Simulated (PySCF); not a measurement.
Nonlinear optical response: SMILES c1c([SiH3])ccc(C)c1C=O, C8H10OSi

Geometry (Å), atoms numbered from 1 in this order:
```xyz
20

C    -2.727   -0.361    0.218
C    -1.233   -0.320    0.131
C    -0.529   -1.434   -0.330
C     0.861   -1.438   -0.426
C     1.621   -0.317   -0.063
Si    3.493   -0.303   -0.219
C     0.919    0.799    0.403
C    -0.477    0.817    0.504
C    -1.088    2.063    1.011
O    -2.266    2.272    1.163
H    -3.183    0.422   -0.406
H    -3.074   -0.156    1.241
H    -3.105   -1.341   -0.102
H    -1.088   -2.328   -0.621
H     1.361   -2.340   -0.791
H     4.104    0.367    0.970
H     3.989   -1.710   -0.314
H     3.928    0.440   -1.442
H     1.462    1.701    0.708
H    -0.334    2.855    1.263
```

Method used: quadratic response CAM-B3LYP/aug-cc-pVDZ first hyperpolarisability, Taylor convention, gas phase in PySCF. Geometry: PBE0-D3(BJ)/def2-SVP.

Question: Give β for the processes computed.

Answer: In 10⁻³⁰ esu, Taylor convention; the vector part is βᵢ = ⅓ Σⱼ (βᵢⱼⱼ + βⱼᵢⱼ + βⱼⱼᵢ); β∥ is 3/5 of the vector part along the dipole, the dipole points from − to +:
| process | λ (nm) | β vector norm | β∥ | β HRS | depolarisation ratio |
| --- | --- | --- | --- | --- | --- |
| static β(0;0,0) | ∞ | 3.05 | -0.43 | 1.39 | 3.87 |
| second harmonic β(−2ω;ω,ω) | 1907 | 3.18 | -0.38 | 1.45 | 3.81 |
| Pockels β(−ω;ω,0) | 1907 | 3.10 | -0.41 | – | – |
| second harmonic β(−2ω;ω,ω) | 1064 | 3.52 | -0.22 | 1.63 | 3.68 |
| Pockels β(−ω;ω,0) | 1064 | 3.19 | -0.37 | – | – |

Question: Which lowest excitations, dipole and polarisabilities go with it?

Answer: S1 3.83 eV (f = 0.000); S2 4.76 eV (f = 0.037); S3 5.32 eV (f = 0.137); dipole 2.41 D; isotropic α 129.3 au static, 129.9 au at 1907 nm, 131.2 au at 1064 nm, 131.6 au at 953.5 nm, 137.4 au at 532 nm.
